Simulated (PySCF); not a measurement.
Species: TMS, C4H12Si.
SMILES: `C[Si](C)(C)C`

Computed, not measured: HCTH407/cc-pVDZ in PySCF (dipole) on a GFN2-xTB geometry, gas phase.

Take the most abundant isotopes and a rigid rotor. 

Q: Give the principal moments of inertia and the rotational constants in MHz.

A: Ia = 167.53, Ib = 167.76, Ic = 167.83 u·Å²; 505379 MHz·u·Å²/I gives A = 3017, B = 3012, C = 3011 MHz.

Q: What kind of rotor is it?

A: A spherical top, as the point group Td requires three equal moments; the computed ones differ by 0.18 % because the geometry is symmetric only within the optimiser's tolerance.

The point group Td allows no dipole (computed: 0.00 D), so a rigid rotor has no electric-dipole lines.

Q: Estimate the classical rotational partition function at 10 K, 100 K and 298.15 K.

A: Point group Td, symmetry number σ = 12; q = (√π/σ)·√((kT/h)³/(ABC)), k/h = 20836.6 MHz/K: 84.9 at 10 K, 2690 at 100 K, 13800 at 298.15 K.

Whether it is a minimum is left open (no frequencies). No vibrational averaging or centrifugal distortion is included, and the geometry carries the error of its method.
